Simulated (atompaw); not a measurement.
# Reading a pseudo-wave (sulfur)

Columns: radius, all-electron u(r) and pseudo u(r) of the 3s shell (level -27.63 eV) of sulfur in the configuration [Ne] 3s2 3p3; LDA (PW92), scalar-relativistic, PAW (atompaw) scheme, atompaw 4.2.0.5.

```csv
r (bohr),all-electron,pseudo
0.067,0.2103,0.0844
0.135,-0.0236,0.1692
0.202,-0.2604,0.2509
0.269,-0.3956,0.3300
0.337,-0.4252,0.4068
0.404,-0.3734,0.4784
0.471,-0.2693,0.5453
0.538,-0.1360,0.6069
0.606,0.0113,0.6637
0.673,0.1560,0.7136
0.740,0.2925,0.7573
0.808,0.4177,0.7952
0.875,0.5255,0.8263
0.942,0.6169,0.8511
1.010,0.6930,0.8702
1.077,0.7522,0.8833
1.144,0.7971,0.8910
1.212,0.8292,0.8935
1.279,0.8491,0.8914
1.346,0.8588,0.8850
1.413,0.8597,0.8746
1.481,0.8531,0.8605
1.548,0.8403,0.8434
1.615,0.8224,0.8234
1.683,0.8002,0.8003
1.750,0.7750,0.7750
```

(1) How many radial nodes do the two functions have?

(2) Is the pseudo-wave norm-conserving?

Answers

(1) The all-electron 3s function has n − l − 1 = 2; the pseudo-wave has 0, since the states of the same l below it are removed with the core.

(2) No, it belongs to a PAW set: the norm inside the radius is not constrained, and the difference is carried by the augmentation charge.
